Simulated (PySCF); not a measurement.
# Polarisability and C₆ of Mn²⁺ (manganese, charge +2)

[Ar] 3d5, high-spin 6S determinant. All numbers are calculated (PySCF 2.14, the spin-free X2C one-electron Hamiltonian (Gaussian nucleus), in aug-cc-pwCVTZ-DK with one added diffuse shell each of s, p, d, f, g type (11s10p8d5f4g, 152 functions)). Coupled (time-dependent) response in atomic units; α is the mean over directions.

```tsv
method	mean α (bohr³)	C₆ (like pair)	S(−4)
PBE0	3.876	11.45	8.480
```

S(−4) is the Cauchy moment in α(ω) = α(0) + S(−4) ω² + …

α(iu) at PBE0:

| u (hartree) | α(iu) (bohr³) |
| --- | --- |
| 0 | 3.876 |
| 0.0500 | 3.855 |
| 0.100 | 3.794 |
| 0.200 | 3.584 |
| 0.300 | 3.313 |
| 0.500 | 2.781 |
| 0.750 | 2.266 |
| 1.00 | 1.889 |
| 1.50 | 1.378 |
| 2.00 | 1.048 |
| 3.00 | 0.6610 |
| 5.00 | 0.3287 |

A single London oscillator, α(iu) = α/(1 + u²/ω²), gives C₆ = (3/4) ω α². Matching the computed C₆ needs ω = 4 × 11.45 / (3 × 3.876²) = 1.02 hartree.

For an ion, C₆ is the dispersion term alone; charge-induced terms of lower order in 1/R come first.
